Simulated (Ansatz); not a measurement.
Total energies of Cl₂GaH₂N (`[NH2][Ga]([Cl])[Cl]`).

Cartesian coordinates in Å:
```
N -0.2212 -0.3652 -0.9846
Ga 0.1656 0.2502 0.6520
Cl -0.3004 2.2511 1.1919
Cl 1.1226 -0.9996 2.0781
H -0.7104 0.1796 -1.6726
H -0.0563 -1.3160 -1.2648
```

The species carries charge 0 and has multiplicity 1. Correlated methods include outer-core shells of Ga, which these sets cover unevenly. Scalar relativity is left out up to krypton. The geometry is a stationary point of PBE0-D4/def2-TZVP. It is one conformer, not always the lowest. Basis def2-TZVPP, Ansatz 0.2.0.

RPA on PBE orbitals: Hartree–Fock energy of these orbitals -2898.00109 Eh, correlation -1.27459 Eh (frozen core).

| functional | energy without D4 (Eh) | D4 term (kJ/mol) |
| --- | --- | --- |
| LDA (SPW92) | -2894.94947 | – |
| PBE | -2900.66650 | -15.4 |
| revPBE | -2901.07109 | -37.0 |
| BLYP | -2901.44499 | -32.4 |
| r2SCAN | -2901.30417 | -3.5 |
| B97M-V | -2900.78514 | – |
| PBE0 | -2900.78481 | -13.2 |
| B3LYP | -2901.48136 | -25.2 |
| r2SCANh | -2901.28792 | -3.9 |
| r2SCAN0 | -2901.26500 | -4.3 |
| HSE06 (plane-wave form) | -2900.76637 | -12.6 |
| BHLYP | -2901.34720 | -22.7 |
| CAM-B3LYP | -2901.52650 | -13.8 |
| LC-ωPBE | -2900.86976 | – |
| ωB97X-V | -2901.07247 | – |
| ωB97M-V | -2901.23581 | – |
| B2PLYP | -2900.73931 | – |
| PBE-QIDH | -2900.27890 | – |

B3LYP takes the VWN-RPA correlation (the form of Gaussian; ORCA's B3LYP/G). HSE06 is the plane-wave form, built on full-range PBE exchange. The double hybrids freeze the cores in their second-order part.

LC-ωPBE has ω = 0.4 bohr⁻¹.
